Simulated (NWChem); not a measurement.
# GaHBrF; SMILES [Br][GaH][F]

```xyz
4

Ga    -0.3602    -0.9114     0.0000
H     -1.7754    -1.5362     0.0000
F      1.0492    -1.9434     0.0000
Br     0.1137     1.3083     0.0000
```
Atoms are numbered in this order, from 1.

Level: PBE0/def2-SVP (NWChem), optimised geometry, unscaled harmonic frequencies. This build's default masses of Se (78.918 u) and Br (79.917 u) are each other's, which moves their modes by up to 0.6 %.

```csv
frequency (cm⁻¹),IR intensity (km/mol)
157,12.8
321,36.9
450,54.0
594,126.1
717,54.3
2068,79.7
```

* **zero-point energy**: 6.2 kcal/mol
* **thermal correction to the enthalpy at 298.15 K (with zero-point energy)**: 9.5 kcal/mol
* **heat capacity Cv**: 12.7 cal/(mol K)
* **entropy at 298.15 K and 1 atm (symmetry number 1)**: 73.0 cal/(mol K)
* **dipole moment**: 1.97 D

Rigid rotor and harmonic oscillator.
